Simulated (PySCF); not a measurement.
Precursor series W F-OH. All species are isolated molecules in the gas phase. One relaxed conformer stands for each flexible species; it need not be the lowest.

Level of theory: B3LYP-D3(BJ)/def2-TZVP // TPSS-D3(BJ)/def2-SVP (PySCF 2.14.0). B3LYP has the VWN-RPA correlation part, as in Gaussian. 

```csv
species,charge on the central atom (Mulliken) (e),coordination number
0 of 6 F replaced by OH,1.84,…
1 of 6 F replaced by OH ([W(F)5(OH)]),1.81,6
2 of 6 F replaced by OH,1.77,6
3 of 6 F replaced by OH ([W(F)3(OH)3]),1.71,…
5 of 6 F replaced by OH,1.61,6
6 of 6 F replaced by OH,1.55,…
```

**Question.** Fill in the missing entries.

**Answer.** 
- 0 of 6 F replaced by OH, coordination number: 6
- 3 of 6 F replaced by OH ([W(F)3(OH)3]), coordination number: 6
- 6 of 6 F replaced by OH, coordination number: 6
